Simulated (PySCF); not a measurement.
**Basis-set dependence of excited states**

Species: C4H7BrO.
SMILES: `CC(CCBr)=O`

TDDFT with PBE0 (PySCF), vertical singlets, core orbitals frozen in the response, spherical d and f functions. One conformer (not necessarily the lowest) at the PBE0-D3(BJ)/def2-SVP geometry, without solvent, vibrations or thermal averaging. Relativistic effects, spin–orbit coupling among them, are left out although an element past zinc is present.

Compare 6-31G*, def2-SVP, def2-SVPD, aug-cc-pVDZ and def2-TZVP for this molecule.

```
      basis  functions  diffuse  S1 (eV)  S2 (eV)  S3 (eV)  S4 (eV)  S5 (eV)  LUMO (eV)  α (au)
     6-31G*        116       no     4.51     6.26     6.45     6.58     6.66      -0.42    59.0
   def2-SVP        137       no     4.52     6.37     6.40     6.48     6.50      -0.55    59.8
  def2-SVPD        200      yes     4.49     6.11     6.24     6.31     6.40      -0.83    74.4
aug-cc-pVDZ        214      yes     4.48     5.98     6.23     6.32     6.35      -0.80    74.8
  def2-TZVP        245       no     4.50     6.22     6.37     6.39     6.47      -0.70    69.9
```

States are compared by their number. Against the largest diffuse basis here (aug-cc-pVDZ, itself not a converged limit), sets without diffuse functions differ by up to 0.04 eV in S1 and 0.31 eV in S5; the smaller diffuse sets differ by up to 0.01 and 0.05 eV. State by state, the largest deviation of a set without diffuse functions is S1 0.04, S2 0.39, S3 0.22, S4 0.26, S5 0.31 eV. The same number needn't mean the same state in each row. Against aug-cc-pVDZ the polarisability deviates by -21% in 6-31G*, -20% in def2-SVP, -1% in def2-SVPD, -7% in def2-TZVP.
